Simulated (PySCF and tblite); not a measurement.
Values are calculated unless marked as measured or tabulated.
# Dynamics report: ring inversion

System: C₅H₄F₂O₂, numbered as in [F:1][C:2]1=[C:3]([F:4])[O:5][CH2:6][CH:7]=[CH:8][O:9]1.

Motion: inversion of the 7-membered ring (2–3–5–6–7–8–9). The path came from a restrained scan, a climbing-image band and a saddle search at GFN2-xTB; energies are CAM-B3LYP/pcSseg-1 + D3(BJ)//GFN2-xTB, thermal terms GFN2-xTB. Rate constants are transition-state-theory values, counting equivalent paths, without tunnelling. Programs: tblite and PySCF.

```tsv
point	symmetry	E(GFN2) kcal/mol	E(DFT) kcal/mol	ZPE change kcal/mol	lowest mode cm⁻¹	dipole D
start	C1	0.0	0.0	0.00	92	3.97
saddle	Cs	2.4	4.2	-0.25	139i	4.39
end	C1	0.0	0.0	0.00	92	3.97
```

```
Electronic barrier                                      : 4.2 kcal/mol
Barrier with zero-point energy                          : 4.0 kcal/mol
ΔH‡ (298 K)                                             : 3.6 kcal/mol
ΔS‡ (298 K, symmetry apart)                             : -2.3 cal/(mol K)
Paths                                                   : 1 equivalent path
End point                                               : the same structure with atoms interchanged, or its mirror image
Mean lifetime of the start against this motion at 298 K : 220 ps
Cost                                                    : 93 s on 1 thread of Arm Neoverse N1, shared host (rough), peak memory 0.83 GiB, launched as `OMP_NUM_THREADS=1 python ens_run.py task.json out`
```

| T/K | ΔG‡ kcal/mol | k s⁻¹ |
| --- | --- | --- |
| 150 | 4.0 | 4×10⁶ |
| 200 | 4.1 | 1.3×10⁸ |
| 250 | 4.2 | 1.1×10⁹ |
| 298 | 4.3 | 4.5×10⁹ |
| 350 | 4.4 | 1.3×10¹⁰ |
| 400 | 4.5 | 2.8×10¹⁰ |
| 500 | 4.8 | 8.5×10¹⁰ |

ΔG and ΔG‡ leave out symmetry numbers and mirror images; rates count paths: 1 out.
